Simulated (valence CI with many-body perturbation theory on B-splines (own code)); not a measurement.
The numbers below are computed, except where a source is named.
Sensitivity of CI+MBPT for Te II

Method: valence CI with perturbative core correlation (CI+MBPT): five valence electrons over a frozen Dirac-Fock core [Kr] 4d10, a basis of 6 s, 6 p, 5 d, 3 f, 1 g functions for each j, with the one-electron correlation potential Σ1 (screened to all orders), the two-electron term Σ2, the three-electron term Σ3, Breit, model QED; selected single and double excitations, second order for the rest, scaled by the run's own slope (own B-spline code, finite nucleus).

Set against measurement, 6 paired levels are off by 183 cm⁻¹ on average, the worst by 370. These come from a selection out of the NIST Handbook of Basic Atomic Spectroscopic Data. Levels without a partner in it may be off by more. Among the levels kept, up to 1700 cm⁻¹ of a level comes from second order outside the variational space, and about a tenth of that is noise between levels of different J, which matters for small intervals.

The reference run has the lowest level 5s2 5p3 4S°_3/2 and an ionisation energy of 18.1840 eV. Its largest variational space holds 10000 state functions.

Names give the largest LS component (configuration and term), which can be under half, so a name can repeat, a term be missing and a line seem to break the LS rules; names also repeat where a configuration has a term twice.

Changed runs:
A. correlating orbitals by l 3 3 3 2 1 → 4 4 0 0 0; hole-hole ladder in Σ2 on → off
B. highest l in the core sums 6 → 3; QED terms on → off
C. cutoff of virtual states (hartree) 5408 → 2000
D. box radius (bohr) 28.009 → 8.62 (bad on purpose)

Excitation energies of the reference run in cm⁻¹, and shifts in cm⁻¹:

| Level | Reference | A | B | C | D |
| --- | --- | --- | --- | --- | --- |
| 5s2 5p3 2D°_3/2 | 10314 | +2492 | +225 | -0.1 | +18 |
| 5s2 5p3 2D°_5/2 | 12502 | +2672 | +335 | -0.4 | +23 |
| 5s2 5p3 2P°_1/2 | 20661 | +2284 | +471 | -0.4 | +24 |
| 5s2 5p3 2P°_3/2 | 24111 | +2242 | +657 | -0.8 | +20 |
| 5s 5p4 4P_5/2 | 70830 | +89 | +2320 | -0.9 | +59 |
| 5s 5p4 4P_3/2 | 74523 | -22 | +2491 | -1.3 | +78 |
| 5s 5p4 4P_1/2 | 75957 | -300 | +2561 | -1.4 | +133 |
| 5s2 5p2 6s 4P_1/2 | 78446 | -1373 | +3084 | -0.6 | +2813 |
| 5s2 5p2 5d 2P_3/2 | 81874 |  | +2950 | -1.4 | +672 |
| 5s2 5p2 6s 4P_3/2 | 82748 |  | +3204 | -1.2 |  |
| 5s2 5p2 6s 2P_1/2 | 83640 | -1505 | +3253 | -1.2 |  |
| 5s2 5p2 5d 4F_5/2 | 85047 |  | +3023 | -1.6 |  |
| Ionisation energy (eV) | 18.1840 | -0.2631 | +0.5022 | -0.00012 | +0.0022 |

A blank means that the level has no clear partner in that run.
